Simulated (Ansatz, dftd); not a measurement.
Reaction: SeCl2 (SMILES Cl[Se]Cl) → SeCl (SMILES Cl[Se], doublet) + Cl (doublet) (the Cl-Se bond breaks)
Each species at its own B3LYP-D3(BJ)/def2-TZVP minimum (Ansatz, a first-principles code).

Wanted: bond dissociation energy (electronic), in kcal/mol. Open shells are spin-unrestricted; no spin-orbit coupling. Cores are frozen in correlated methods (noble-gas shells, and filled d and f shells in the p block). No relativity. CBS(X,Y): correlation extrapolated as X^-3, Hartree-Fock from the larger set. A bracket is a step between two methods taken in the basis named. Double hybrids freeze cores in their MP2 part.

```
level                                                                        program  bond dissociation energy (kcal/mol)  difference against the last row
--------------------------------------------------------------------  --------------  -----------------------------------  -------------------------------
PBE/def2-TZVPD                                                                Ansatz                                 65.9                              3.6
B3LYP-D4/def2-TZVPD                                                   Ansatz + dftd4                                 59.9                             -2.4
PBE0/def2-TZVPD                                                               Ansatz                                 61.4                             -0.9
B2PLYP/def2-TZVPD                                                             Ansatz                                 58.5                             -3.8
CCSD/def2-SVP                                                                 Ansatz                                 45.7                            -16.6
CCSD/def2-QZVPP                                                               Ansatz                                 56.3                             -6.0
CCSD(T)/def2-SVP                                                              Ansatz                                 48.1                            -14.2
CCSDT(Q)/def2-SVP                                                             Ansatz                                 48.3                            -14.0
CCSDT(Q)/def2-TZVPP                                                           Ansatz                                 56.9                             -5.4
CCSD(T)/CBS(def2-TZVPP,def2-QZVPP) + [CCSDT(Q) - CCSD(T)]/def2-TZVPP          Ansatz                                 62.3                              0.0
```
